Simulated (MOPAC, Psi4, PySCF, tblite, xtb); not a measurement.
Dimer CH3Cl ··· H4Si (SMILES CCl and [SiH4]) at R = 4.80 Å between the centres of mass, closest contact 2.88 Å (a higher rigid-body minimum at GFN2-xTB). Geometry in Å and degrees:

```
C
H 1 1.0858
H 1 1.0858 2 110.57
H 1 1.0858 2 110.57 3 -122.80
Cl 1 1.7944 2 108.35 3 118.60
Si 4 3.0513 1 153.78 2 110.19
H 6 1.4803 4 71.51 1 74.89
H 6 1.4803 7 109.47 4 -178.96
H 6 1.4803 7 109.47 8 120.00
H 6 1.4803 7 109.47 8 -120.00
```

- GFN2-xTB (tblite)
- SAPT0/jun-cc-pVDZ, frozen core (Psi4)
- revPBE/def2-TZVP, counterpoise-corrected (Psi4)
- revPBE-D3(BJ)/def2-TZVP, counterpoise-corrected (Psi4)
- PBE/def2-TZVP, counterpoise-corrected (Psi4)
- PBE-D3(BJ)/def2-TZVP, counterpoise-corrected (Psi4)
- wB97X-D/def2-TZVP, counterpoise-corrected (Psi4)
- HF/aug-cc-pVDZ, counterpoise-corrected (Psi4)
- MP2/aug-cc-pVDZ = DF-MP2/aug-cc-pVDZ, frozen core, counterpoise-corrected run with Psi4
- SCS-MP2/aug-cc-pVDZ = DF-SCS-MP2/aug-cc-pVDZ, frozen core, counterpoise-corrected (Psi4)
- AM1, restricted, heats of formation (MOPAC)
- PM7, restricted, heats of formation (MOPAC)
- GFN1-xTB (xtb)
- RKS-B3LYP/6-31G* = restricted B3LYP/6-31G*, spherical d, no counterpoise correction (PySCF)
- RHF/LANL2DZ = restricted Hartree-Fock/LANL2DZ, with its core potentials past Ne, no counterpoise correction (PySCF)
- RKS-B3LYP/LANL2DZ = restricted B3LYP/LANL2DZ, with its core potentials past Ne, no counterpoise correction in PySCF
- RKS-M06-2X/6-31G* = restricted M06-2X/6-31G*, spherical d, no counterpoise correction run with PySCF 2.14.0

Question: What interaction energy does each level give?

Answer: 
```tsv
method	E_int / kcal/mol
GFN1-xTB	-1.42
GFN2-xTB	-0.96
revPBE-D3(BJ)/def2-TZVP	-0.79
PBE-D3(BJ)/def2-TZVP	-0.78
wB97X-D/def2-TZVP	-0.43
RKS-M06-2X/6-31G*	-0.33
MP2/aug-cc-pVDZ	-0.21
PBE/def2-TZVP	0.02
SCS-MP2/aug-cc-pVDZ	0.04
SAPT0/jun-cc-pVDZ	0.13
RKS-B3LYP/6-31G*	0.45
RKS-B3LYP/LANL2DZ	0.47
AM1	0.60
revPBE/def2-TZVP	0.73
RHF/LANL2DZ	0.82
HF/aug-cc-pVDZ	0.90
PM7	1.29
```
